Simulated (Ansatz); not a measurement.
`C[Se][Ti]([F])([N](C)C)[N](C)C` + `BN` → `B[Se]C` + `C[N](C)[Ti]([NH2])([F])[N](C)C`  (redistribution)

Calculated with Ansatz (gas phase, PBE0-D4/def2-TZVP geometries, no zero-point term in ΔE). CCSD(T)/CBS is the MP2 limit (def2-TZVPP, def2-QZVPP) plus CCSD(T) − MP2 in def2-TZVPP, frozen cores. This one scheme is used for every species. Functionals use def2-TZVPP. For Se, Ti outer-core shells are correlated without core-valence functions, which leaves a few kJ/mol of doubt a bond. Scalar relativity is left out up to krypton. One conformer a species, not always the lowest.

```
             level  ΔE (kJ/mol)  difference from CCSD(T)/CBS
            PBE-D4         96.9                         -1.4
         revPBE-D4         94.8                         -3.5
           PBE0-D4         98.8                          0.5
          PBE-QIDH        103.2                          4.9
            revPBE         89.5                         -8.8
              BLYP         92.2                         -6.1
           r2SCANh         95.4                         -2.9
     CCSD/def2-SVP        107.9                          9.6
SCS-MP2/def2-TZVPP        106.4                          8.1
    MP2/def2-QZVPP        111.9                         13.6
       CCSD(T)/CBS         98.3                            0
```

Largest T1 diagnostic among the species: 0.022, so the coupled-cluster value is less sure than usual.

The D4 term adds +7.4 kJ/mol with B3LYP and +4.7 kJ/mol with PBE0; it sums over pairs of atoms, weighted by their polarisabilities, and B3LYP, whose exchange is more repulsive, gets the larger term. In def2-TZVPP, CCSD(T) changes the Hartree–Fock value by +8.6 kJ/mol (the triples alone add +6.0 kJ/mol) and MP2 by +22.3 kJ/mol.

B3LYP here is the variant with VWN-RPA as its local correlation; programs differ in this.
